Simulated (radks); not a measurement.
The nuclear charge of neutral silver is varied continuously with 47 electrons held in [Kr] 4d10 5s1. Calculated with a radial shooting solver on a logarithmic mesh with Libxc functionals: scalar-relativistic Kohn-Sham, PBE, spin-unpolarised, spherical densities, finite nucleus; Fermi nuclear charge, rms radius 4.5454 fm. By the Hellmann-Feynman theorem dE/dZ = E(electron-nucleus)/Z, the electronic potential at the nucleus (averaged over a nucleus of fixed radius). The scalar-relativistic energy here is not variational (the density holds large components alone), so the two differ by a part that grows with Z.

Z,E (hartree),E(electron-nucleus)/Z (hartree),HOMO,e(HOMO) (eV),<r> HOMO (bohr)
46.8,-5261.24995,-271.774,5s,-2.961,3.327
46.9,-5288.54678,-272.584,5s,-3.669,3.242
47,-5315.92520,-273.394,5s,-4.405,3.166
47.1,-5343.38517,-274.203,5s,-5.167,3.096
47.2,-5370.92665,-275.011,5s,-5.954,3.032
47.3,-5398.54961,-275.820,5s,-6.766,2.973
47.4,-5426.25402,-276.628,5s,-7.600,2.918
47.5,-5454.03986,-277.436,5s,-8.457,2.867
47.6,-5481.90711,-278.244,5s,-9.336,2.818
47.7,-5509.85577,-279.051,5s,-10.236,2.773
47.8,-5537.88581,-279.859,5s,-11.157,2.730
47.9,-5565.99723,-280.666,5s,-12.097,2.689
48,-5594.19003,-281.473,5s,-13.058,2.650

The central difference of E at Z = 47 is -274.192 hartree, to compare with the third column; the second derivative is -8.15 hartree.
